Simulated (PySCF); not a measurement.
Calculated molecular-ion clusters (M+•, centroid m/z and relative intensity) of several compounds:

1. 158.9999 (100.0), 160.0030 (6.9), 160.9970 (32.2), 162.0000 (2.2)
2. 180.0310 (100.0), 181.0344 (7.7)
3. 135.0679 (100.0), 136.0710 (9.2), 137.0734 (0.6)
4. 75.0137 (100.0), 76.0155 (3.4), 77.0096 (4.6)

Lines and terms under 0.3 % are left out. Candidates, as SMILES:
A. `C#CCP(CC)C(F)=C(F)F`
B. `Cc1cpc(Cl)c(C)n1`
C. `[H]/N=C/CS`
D. `C=CCc1cc[n+]([O-])cc1`

Question: Match clusters and compounds, and give each formula.

Answer: 
1 = B, C6H7ClNP, monoisotopic mass of the neutral 159.0005 u; relative to that species, one 13C gives 6.5 % at +1, one 15N gives 0.4 % at +1 and one 37Cl gives 32.0 % at +2.
2 = A, C7H8F3P, monoisotopic mass of the neutral 180.0316 u; relative to that species, one 13C gives 7.6 % at +1.
3 = D, C8H9NO, monoisotopic mass of the neutral 135.0684 u; relative to that species, one 13C gives 8.7 % at +1 and one 15N gives 0.4 % at +1.
4 = C, C2H5NS, monoisotopic mass of the neutral 75.0143 u; relative to that species, one 13C gives 2.2 % at +1, one 33S gives 0.8 % at +1, one 15N gives 0.4 % at +1 and one 34S gives 4.5 % at +2.

Question: What is the mean mass of the whole cluster 3, and how does it compare with the molar mass?

Answer: 135.163 u over all lines, faint ones too (the ion lacks one electron, 0.0005 u); standard atomic weights give 135.166 g/mol for C8H9NO.

Question: Give the exact less the nominal mass of each, in mDa.

Answer: C7H8F3P +31.6, C6H7ClNP +0.5, C2H5NS +14.3, C8H9NO +68.4 (neutral, monoisotopic).

Abundances used (%; other tables differ somewhat): 12C 98.93, 13C 1.07; 35Cl 75.78, 37Cl 24.22; 14N 99.632, 15N 0.368; 1H 99.9885, 2H 0.0115; 16O 99.757, 17O 0.038, 18O 0.205; 32S 94.93, 33S 0.76, 34S 4.29, 36S 0.02.

Isomers would give the same cluster, so the cluster fixes the formula at best.
